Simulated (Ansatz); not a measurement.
Reactions of C$_{2}$H$_{7}$InSn (`[CH3][SnH]1[CH2][InH]1`).

Gas-phase electronic energies from Ansatz, PBE0-D4/def2-TZVP geometries. CCSD(T)/CBS is the MP2 limit (def2-TZVPP, def2-QZVPP) plus CCSD(T) − MP2 in def2-TZVPP, frozen cores. This one scheme is used for every species, atoms too. For atomizations the MP2-based limit and the directly extrapolated one differ by several kJ/mol either way, and by 10 to 25 for some Ge, Se and Sn compounds, so smaller differences from it don't rank the levels. Open shells (•) are unrestricted, without spin–orbit coupling. Spin–orbit coupling would lower the free atoms: a little for C; strongly for In, Sn. def2 core potentials past Kr. For In, Sn outer-core shells are correlated without core-valence functions, so the limit isn't a true one: a few kJ/mol of doubt a bond, and 10 to 20 or more in all where bonds break to atoms. One conformer a species, not always the lowest.

| reaction | HF/CBS(def2) (kcal/mol) | CCSD(T)/CBS(def2) (kcal/mol) |
| --- | --- | --- |
| `[CH3][SnH]1[CH2][InH]1` → `[CH2]` (triplet) + `[CH2]1[InH][SnH2]1` | 73.1 | 111.1 |
| `[CH3][SnH]1[CH2][InH]1` + `O[Si]S` → `CS[Si]O` + `[CH2]1[InH][SnH2]1` | 5.3 | 7.2 |
| `[CH3][SnH]1[CH2][InH]1` + H₂ → `[CH2]1[InH][SnH2]1` + CH₄ | -16.4 | -9.2 |
| `[CH3][SnH]1[CH2][InH]1` + `[OH][SnH]([OH])[Cl]` → `[CH3][Sn]([OH])([OH])[Cl]` + `[CH2]1[InH][SnH2]1` | -5.0 | -4.7 |
| `[CH3][SnH]1[CH2][InH]1` → 2 C• + 7 H• + In• + Sn• | 558.0 | 789.9 |

Largest T1 diagnostic: 0.015, for `[CH2]1[InH][SnH2]1`.
